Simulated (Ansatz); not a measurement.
`FB[SiH2][SiH3]` from Hartree–Fock to CCSD(T)

Z-matrix (Å, degrees):
```
Si
B 1 2.027
Si 1 2.347 2 107.7
H 1 1.490 2 110.2 3 117.4
H 1 1.489 2 112.9 3 -120.2
F 2 1.322 1 120.3 3 95.1
H 2 1.203 1 123.3 3 -82.0
H 3 1.487 1 110.0 2 -62.2
H 3 1.488 1 110.0 2 57.4
H 3 1.487 1 110.7 2 177.5
```

Total charge 0; spin multiplicity 1. The structure was optimised at the PBE0-D4/def2-TZVP level. It is one conformer, not always the lowest. Frozen core, restricted reference, the Gaussian-basis code of Ansatz. CBS rows extrapolate triple and quadruple zeta; past MP2 they add the triple-zeta difference.

```json
{"basis": "def2-SVP", "HF (Eh)": "-705.22445", "MP2 corr.": "-0.46896", "CCSD corr.": "-0.52729", "(T)": "-0.01227", "CCSD(T) total": "-705.76401"}
{"basis": "def2-TZVPP", "HF (Eh)": "-705.58497", "MP2 corr.": "-0.59908", "CCSD corr.": "-0.65474", "(T)": "-0.02133", "CCSD(T) total": "-706.26104"}
{"basis": "def2-QZVPP", "HF (Eh)": "-705.60846", "MP2 corr.": "-0.64804", "CCSD corr.": "–", "(T)": "–", "CCSD(T) total": "–"}
{"basis": "CBS(def2)", "HF (Eh)": "-705.61169", "MP2 corr.": "-0.68431", "CCSD corr.": "-0.73997", "(T)": "as TZ", "CCSD(T) total": "-706.37299"}
```
